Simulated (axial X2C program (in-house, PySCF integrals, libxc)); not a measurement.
Worked dissociation energy of MoS⁺: PBE0, 2c

Calculated with an axial X2C code built on PySCF integrals. Two-component (2c) means X2C with spin–orbit coupling and atomic mean-field two-electron Coulomb and Gaunt terms. Basis: Mo dyall-cv3z [11s12p9d5f3g], S dyall-av3z [9s8p3d2f] (cores contracted in-house); Gaussian nuclei, density fitting, unrestricted open shells. Masses: Mo 97.905 u, S 31.972 u.

Molecular state: Ω = 3/2 (⟨Sz⟩ = 1.50, ⟨Lz⟩ = 0.00 at PBE0).

* E(Mo+) (2M_J = 5): -4046.225086 hartree
* E(S) (2M_J = 2): -399.018062 hartree
* E(MoS⁺) at Re: -4445.367786 hartree
* ωe: 516.1 cm⁻¹

Task: Work out De and D0.

Result: De = -4046.225086 + (-399.018062) − (-4445.367786) = 0.12464 hartree = 3.392 eV. The zero-point energy is ωe/2 = 258 cm⁻¹ = 0.032 eV, so D0 = 3.360 eV.

The state is a single determinant with fixed occupations, the lowest that a limited PBE0 search found. De is counted from the lowest determinant-based energies of the atoms at the same level, without counterpoise correction. Density functionals use the spin component along the axis (collinear). In 2c an atomic determinant is not the ground J level, so De misses part of the atomic spin–orbit lowering. This holds for PBE0. The functionals have no current-density term, which raises determinants with orbital currents, atoms included. With several unpaired electrons one determinant need not be a pure state. This is the top spin component of a Σ state; components of lower Ω are not single determinants and can lie lower. The determinant is spin-polarised beyond a pure state at some levels (its spin-free form has ⟨S²⟩ too high), which makes Re and μ there less reliable.

Each atomic determinant is the lowest at this level and need not be a pure J level. Totals compare only within one Hamiltonian and basis.
